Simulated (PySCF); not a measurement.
FH2MoNOS, multiplicity 1. Atoms are numbered in the order given.

```xyz
7

Mo    -0.0805     0.2005     0.0538
O      0.8645     1.3561     0.8494
S      0.9231    -1.6872    -0.0100
F     -1.7366     0.0178     0.8908
N     -0.3044     0.8006    -1.7572
H     -0.1624     1.7784    -2.0359
H     -0.3817     0.1860    -2.5748
```
Charge 0, spin multiplicity 1.

Geometry optimised at PBE-D3(BJ)/def2-SVP. The spin state was assumed, not searched. The structure was generated by enumeration; whether it is a known compound was not checked. The def2 effective core potentials stand for the cores of Mo; spin–orbit coupling is left out. Other conformers were not sampled.

Level of theory: PBE-D3(BJ)/def2-SVP (PySCF).

Frequencies are harmonic and unscaled.

Computed normal modes with their intensities:
| mode | ν (cm⁻¹) | IR (km/mol) | moving atoms (share of kinetic energy) |
|---|---|---|---|
| 1 | 179 | 3.6 | F 35 %, S 31 %, N 17 %, Mo 11 % |
| 2 | 194 | 1.9 | F 46 %, N 31 %, H 10 %, Mo 9 % |
| 3 | 200 | 0.9 | S 23 %, N 23 %, F 19 %, Mo 19 %, H 10 % |
| 4 | 229 | 6.5 | O 54 %, F 12 %, Mo 11 %, H 11 %, N 11 % |
| 5 | 260 | 0.4 | O 61 %, S 15 %, Mo 9 % |
| 6 | 374 | 3.5 | H 88 % |
| 7 | 501 | 167.1 | H 77 %, N 22 % |
| 8 | 549 | 22.3 | S 67 %, Mo 22 % |
| 9 | 639 | 11.0 | H 77 %, N 16 % |
| 10 | 680 | 103.3 | F 74 %, Mo 17 % |
| 11 | 717 | 77.1 | N 63 %, Mo 19 %, H 12 % |
| 12 | 1000 | 129.7 | O 84 %, Mo 15 % |
| 13 | 1445 | 30.5 | H 89 %, N 11 % |
| 14 | 3457 | 133.0 | H 96 % |
| 15 | 3561 | 55.4 | H 91 %, N 9 % |
